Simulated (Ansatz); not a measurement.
Ti₂F₂, relaxed as a singlet with RKS r2SCAN-D4/def2-SVP in Ansatz, starting from the GFN2-xTB geometry. Force threshold 0.02 eV/Å.

No other spin state of charge 0 was run. The structure comes from a short search, and lower isomers may exist.

Start:

```xyz
4

Ti    0.6662   -0.5647    1.2767
Ti   -0.6037   -0.1345   -1.3971
F     2.5291    0.4686    0.4371
F    -2.5916    0.2305   -0.3167
```

**Question.** Estimate the energy that the relaxation releases and the steps that it takes.

**Answer.** 6.30 eV, in 19 steps; 80 s on 4 threads of Arm Neoverse V1 on a shared host. No frequencies were taken in this run, so the end may be a saddle point.

**Question.** Does the start keep its bonding and symmetry?

**Answer.** Bonds formed: Ti1–F4, Ti2–F3 (atoms count from 1). The end is the same structure that another start reached, the lowest one found. Point group C2 at the start, C2v at the end, both within 0.05 Å.

**Question.** Predict the relaxed structure.

**Answer.** 
```xyz
4

Ti    0.170   -0.749    0.848
Ti   -0.085   -0.399   -1.068
F     1.199    0.694   -0.034
F    -1.284    0.454    0.255
```
Bond lengths (bridged metal pairs left out): 4 × F–Ti 1.98 Å.
